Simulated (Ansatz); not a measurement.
# Energy profile

The step: GeSiH₆ ([SiH3][GeH3]) + H₂S → GeH₄S ([SH][GeH3]) + SiH₄; bonds formed: Ge1–S7, Si2–H6; bonds broken: Ge1–Si2, H6–S7 (atoms numbered as in the saddle structure below).

Ge1  (-1.007, 0.787, -0.198)
Si2  (0.406, -1.387, 0.597)
H3  (-1.250, 1.218, -1.648)
H4  (-1.306, 1.763, 0.939)
H5  (-1.960, -0.447, 0.006)
H6  (0.764, 0.289, 0.114)
S7  (1.405, 1.899, -0.391)
H8  (-0.409, -1.574, 1.822)
H9  (-0.074, -2.258, -0.505)
H10  (1.838, -1.677, 0.884)
H11  (1.592, 1.387, -1.618)
(Å)

Electronic energies by CCSD(T) at an estimated basis limit (MP2 extrapolated from triple and quadruple zeta, plus CCSD(T) − MP2 in triple zeta), on PBE0-D4/def2-TZVP structures; GeSiH8S, singlet; no counterpoise correction. Computed with Ansatz 0.2.0 (basis: def2-TZVPP and def2-QZVPP); correlated methods freeze the cores. Filled d shells of the heavier atoms are correlated. The def2 sets are not built for correlating such inner shells, so the correlated values are less sure here. Extrapolation: Hartree–Fock as exp(−7.88 √X), correlation as X^−2.97.

Question: Give the profile in kJ/mol, counted from the separated reactants. (To be estimated.)

Answer: By the calculation:
| point | kJ/mol |
| --- | --- |
| separated: GeSiH6 (linked as [SiH3][GeH3]; Ge1, Si2, H3, H4, H5, H8, H9, H10; singlet) + H2S (H6, S7, H11; singlet) | 0.0 |
| start structure | -6.1 |
| saddle | 244.7 |
| end structure | -29.3 |
| separated: GeH4S (linked as [SH][GeH3]; Ge1, H3, H4, H5, S7, H11; singlet) + SiH4 (Si2, H6, H8, H9, H10; singlet) | -24.7 |

The T1 diagnostic stays at or below 0.015. The start structure is not quite a true minimum (one mode of 25i cm⁻¹). The end structure is not quite a true minimum (one mode of 40i cm⁻¹).

For scale, one of the runs: CCSD(T)/def2-TZVPP, 244 basis functions, launched by `ansatz run in.yaml --threads 4 --pin off --events-out ev --progress --plain --max-ram 9574MiB`. Hardware: 4 CPU threads of an Arm Neoverse V1, shared host. Wall time 2.4 min; peak host memory 4.4 GiB.
